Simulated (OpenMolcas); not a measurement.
# Computed transition rates of Nb II

- Program: OpenMolcas
- Method: MS-CASPT2, IPEA 0.25 Eh, imaginary shift 0.1 Eh (closed shells correlated: 4s 4p)
- Basis: ANO-RCC-VQZP [8s7p5d3f2g1h]
- Scalar Hamiltonian: DKH2, point nucleus
- Active space: 4 electrons in 11 orbitals (4d 5s 5d)
- State averaging: 2S+1 = 5 even, 15 roots; 2S+1 = 3 even, 45 roots kept (CI in the orbitals of an earlier block); 2S+1 = 1 even, 37 roots kept (CI in the orbitals of an earlier block, 27 in the spin-orbit step)
- Spin-orbit coupling: state interaction with AMFI integrals over the reference wave functions, term energies averaged over their components

Rates come from the transition moments of the reference wave functions (E1 and E2 in the length form). At fixed line strength A goes as λ^-3 for E1 and M1 and as λ^-5 for E2, so a rate at the computed wavelength can be rescaled to the measured one. Measured vacuum wavelengths follow from level energies in NIST Handbook of Basic Atomic Spectroscopic Data. Branching counts decays inside the model space alone, at computed energies, and the table is only a selection of the E2 and M1 lines, drawn from those between levels with measured partners whose computed energy lies within a factor of 1.5 of the measured one.

```
     Upper       Lower  Type  λ computed (nm)  λ measured (nm)  A computed (s-1)  A rescaled (s-1)  Branching %
   4d⁴ ³P₀     4d⁴ ⁵D₁    M1             1801             1851          1.55e-01                           99.9
   4d⁴ ³P₁     4d⁴ ⁵D₂    M1             1722             1738          1.16e-01                           88.7
   4d⁴ ³P₂     4d⁴ ⁵D₃    M1             1533             1548          7.65e-02                           79.3
   4d⁴ ³P₂     4d⁴ ³P₁    M1             9277             9354          1.64e-02          1.60e-02         17.0
4d³ 5s ⁵F₅  4d³ 5s ⁵F₄    M1            15620            16570          8.49e-03          7.11e-03         94.8
4d³ 5s ⁵F₄  4d³ 5s ⁵F₃    M1            18980            19500          8.22e-03          7.58e-03         96.6
4d³ 5s ⁵F₃  4d³ 5s ⁵F₂    M1            25050            24970          4.41e-03          4.45e-03         96.2
   4d⁴ ⁵D₄     4d⁴ ⁵D₃    M1            23030            23610          2.21e-03          2.05e-03        100.0
   4d⁴ ⁵D₃     4d⁴ ⁵D₂    M1            27590            27550          2.20e-03          2.21e-03        100.0
4d³ 5s ⁵F₂  4d³ 5s ⁵F₁    M1            37610            36720          1.22e-03          1.31e-03         92.6
   4d⁴ ⁵D₂     4d⁴ ⁵D₁    M1            36830            35790          1.13e-03          1.23e-03        100.0
   4d⁴ ⁵D₁     4d⁴ ⁵D₀    M1            67130            62900          1.77e-04          2.15e-04        100.0
4d³ 5s ⁵F₁     4d⁴ ⁵D₁    E2             4792             4550          4.23e-05          5.48e-05         63.7
4d³ 5s ⁵F₁     4d⁴ ⁵D₂    E2             5509             5213          1.51e-05          1.99e-05         22.8
```

Spin-changing lines and M1 lines between different terms are not rescaled, since their strength hangs on the term gaps too.

The largest correction is for 4d³ 5s ⁵F₁ → 4d⁴ ⁵D₂ (E2): 1.51e-05 × (5509 / 5213)^5 = 1.99e-05 s-1, a factor of 1.32.

The computed rate and branching of 4d⁴ ⁵D₁ → 4d⁴ ⁵D₀ give the upper level a radiative lifetime of 1.000 / 1.77e-04 s-1 = 5.65e+03 s, counting decays inside the model space alone. The rescaled rate gives about 4.6e+03 s.

These are rates of the free ion; in crystals, glasses and complexes forced electric-dipole and non-radiative decay shorten such lifetimes by orders of magnitude. No measured rate stands beside these. Rescaling mends the energy factor alone: line strengths can still be far off where a level mixes with configurations outside the active space, and weak or spin-changing lines hang on small mixing coefficients that depend on the term gaps too, so rescaling need not improve them.

CASPT2 breaks the degeneracy within a term, and the mean is taken; among the terms shown or strongly mixed into the levels shown the widest spread is 890 cm-1 (4d³ 5s ⁵F). Some high roots are left out of the spin-orbit mixing, which shifts the levels that they would mix with. Terms from blocks run as CI alone lack orbitals of their own. Active for correlation alone: 5d; no level in the range computed is led by a configuration that fills it, so any true level of that kind is missing. Computed and measured levels are paired by configuration, term and J; levels that our copy of the source lacks, or whose pairing is in doubt (as where it misses far off the trend of its configuration), stay unpaired. Only configurations of the active space appear.
